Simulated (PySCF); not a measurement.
C4H6F2. Atoms are numbered in the order given.

```xyz
12

C      2.0254     0.2620     0.1734
C      0.7303     0.2858    -0.6045
C     -0.4052     1.2698    -0.2214
C     -0.5425    -0.1934     0.0052
F     -0.5288    -0.6710     1.2763
F     -1.4181    -0.9087    -0.7428
H      2.7046     1.0750    -0.1546
H      2.5555    -0.7021     0.0349
H      1.8385     0.3859     1.2582
H      0.8110     0.0859    -1.6869
H     -0.2429     1.9039     0.6647
H     -0.9929     1.7243    -1.0334
```

Coordinates come from a PBE-D3(BJ)/def2-SVP optimisation.

Computed with PBE-D3(BJ)/def2-SVP run with PySCF 2.14.0.

Harmonic, unscaled wavenumbers; measured fundamentals usually lie a few per cent lower.

```csv
mode,ν (cm⁻¹),IR (km/mol),moving atoms (share of kinetic energy)
1,182,0.0,H 93 %
2,202,1.3,"F 44 %, C 34 %, H 22 %"
3,218,0.6,"C 39 %, F 37 %, H 24 %"
4,385,2.3,"F 46 %, C 29 %, H 25 %"
5,423,1.1,"C 48 %, H 41 %, F 11 %"
6,468,5.0,"F 65 %, C 28 %"
7,561,2.2,"C 58 %, H 25 %, F 17 %"
8,707,7.7,"F 51 %, C 37 %, H 12 %"
9,796,2.2,"H 61 %, C 33 %"
10,854,15.0,"H 54 %, C 38 %"
11,876,14.8,"H 73 %, F 14 %, C 13 %"
12,961,34.5,"H 62 %, C 28 %, F 10 %"
13,979,16.0,"H 73 %, C 26 %"
14,1009,47.6,"C 63 %, H 30 %"
15,1067,6.4,"C 51 %, H 47 %"
16,1111,16.3,"H 50 %, C 49 %"
17,1144,6.7,"C 51 %, H 48 %"
18,1233,120.5,"C 62 %, H 27 %, F 11 %"
19,1281,78.8,"C 51 %, H 42 %"
20,1335,10.1,"H 83 %, C 16 %"
21,1361,1.9,"H 70 %, C 30 %"
22,1412,6.8,H 96 %
23,1416,7.2,H 93 %
24,1476,136.6,"C 77 %, H 20 %"
25,2975,23.7,H 97 %
26,3060,13.1,"H 91 %, C 9 %"
27,3066,0.9,H 95 %
28,3070,6.2,"H 91 %, C 9 %"
29,3087,7.9,"H 92 %, C 8 %"
30,3171,0.5,"H 89 %, C 11 %"
```
